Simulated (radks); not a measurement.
The numbers below are computed, except where a source is named.
Numerical settings for the potassium ion K5+, [Ne] 3s2 3p2. Code: a radial shooting solver on a logarithmic mesh with Libxc functionals. Model: Dirac Kohn-Sham, PBE, spin-unpolarised, spherical densities, finite nucleus; open shells fill j = l - 1/2 first; Fermi nuclear charge, rms radius 3.4349 fm. The defaults (mesh step 0.008 in ln r, mesh end at 40 bohr or more with all orbitals vanishing there, Anderson mixing 0.5 over 9 steps, residual threshold near 1e-9 with the energy settled to 1e-9 hartree or 1e-11 of itself, here a cap of 53 iterations) give E = -593.7901 hartree and 3p1/2 at -89.290 eV in 14 iterations. Run on one thread of a shared host, so times are rough (Intel(R) Xeon(R) Platinum 8559C): 0.05 s of CPU time, 0.05 s wall, 14 iterations on 2189 mesh points. Changes against that run (0 stands for a change within the tolerance of the run):

| setting | iterations | converged | E (mhartree) | e(3p1/2) (meV) | CPU (s) |
|---|---|---|---|---|---|
| mesh step in ln r 0.12 | 53 | no | -2.51e+06 | - | 0.08 |
| mesh step in ln r 0.03 | 14 | yes | 0 | 0 | 0.02 |
| mesh step in ln r 0.02 | 14 | yes | 0 | 0 | 0.03 |
| mesh end (bohr) 400 | 14 | yes | 0 | 0 | 0.05 |
| mesh end (bohr) 2 | 13 | yes | +1.08e+03 | +1.31e+04 | 0.04 |
| residual threshold 1e-16 | 53 | no | 0 | 0 | 0.11 |
| residual threshold 1e-05 | 9 | yes | 0 | +0.0183 | 0.04 |
| mixing 1.5 | 13 | yes | 0 | 0 | 0.05 |
| linear mixing, mixing 0.2 | 53 | no | 0 | -0.0611 | 0.15 |
| linear mixing, mixing 0.5 | 30 | yes | 0 | 0 | 0.09 |
| mixing history 3 | 15 | yes | 0 | 0 | 0.05 |
| iteration cap 3 | 3 | no | +1.67 | -931 | 0.01 |

Settings that end as converged yet miss the energy by more than 1 mhartree: mesh end (bohr) 2 (+1.08 hartree). A mesh that ends early acts as a hard wall.
